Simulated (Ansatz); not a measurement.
Job for Ansatz (a program for electronic structure): R-r2SCAN/def2-TZVPP on HF (SMILES F).

Ansatz 0.2 input:
```yaml
crystal:
  periodic: [false, false, false]
  atoms:
    - {symbol: F, position_ang: [-0.00000000, 0.00000000, 0.46222970]}
    - {symbol: H, position_ang: [0.00000000, -0.00000000, -0.46222970]}
basis:
  gaussian:
    orbitals: def2-TZVPP
hamiltonian:
  xc: {name: r2SCAN}
scf: {lower_state_search: off}
```

It printed:

```
WARN ansatz: RAYON_NUM_THREADS=4 ignored (pool sized by the plan → 4); use --threads N
Functional definition: r2SCAN
these checks for a lower state are left out or cut short: stability, starts, cluster_reference, orbital_swaps, neighbouring_geometries, increment
integrals: 0.00 GiB planned
215 factors; their error is unknown
mean field: 0.09 GiB planned
mean field evaluation 1: about -2731.7941 eV, gradient 3.4e1 eV
mean field evaluation 2: about -2729.3764 eV, gradient 5.5e1 eV
mean field evaluation 4: about -2733.2933 eV, gradient 3.1e-1 eV
mean field evaluation 8: about -2733.2923 eV, gradient 1.3e-3 eV
mean field -2733.29226072 eV, -100.4466378893 hartree, gradient 6.4e-6 eV, S^2 0.000000; 0 other end points of the search recorded, 0 dependent functions left out
reference -2733.29226392 eV, -100.4466380071 hartree; 5, 5 occupied and 40, 40 virtual orbitals, 215 factors
Total energy: -2733.29226392 eV, -100.4466380071 hartree
Checks for a lower state left out: stability, starts, cluster_reference, orbital_swaps, neighbouring_geometries, increment
```

Self-consistency was reached.

Cost: around 0.21 core-seconds (rough).
